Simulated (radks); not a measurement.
The numbers below are computed, except where a source is named.
Q: These are the eigenvalues of the occupied orbitals of an atom or ion with whole-number occupations (Ry). Code: a radial shooting solver on a logarithmic mesh with Libxc functionals. Model: scalar-relativistic Kohn-Sham, BLYP, spin-unpolarised, spherical densities, finite nucleus; Fermi nuclear charge, rms radius of each element as measured or else 0.836 A^(1/3) + 0.57 fm.

| orbital | eigenvalue |
|---|---|
| 1s | -2529.063 |
| 2s | -395.7149 |
| 2p | -355.3735 |
| 3s | -82.89539 |
| 3p | -69.86595 |
| 3d | -50.53143 |
| 4s | -16.96189 |
| 4p | -12.83185 |
| 4d | -6.80716 |
| 5s | -3.68314 |
| 5p | -2.70507 |

Which element is it, and in what charge state? The configuration may be excited.

A: Z = 54, xenon, charge +3: Xe3+ in [Kr] 4d10 5s2 5p3. The list shows which subshells hold electrons but not how many an open one holds; the 1s level, -1264.5 hartree, gives Z - s = 50.3 by -(Z - s)^2/2, which with screening and relativity narrows Z to a few neighbours, and the depths of the outer levels then fix element, charge and occupations together.
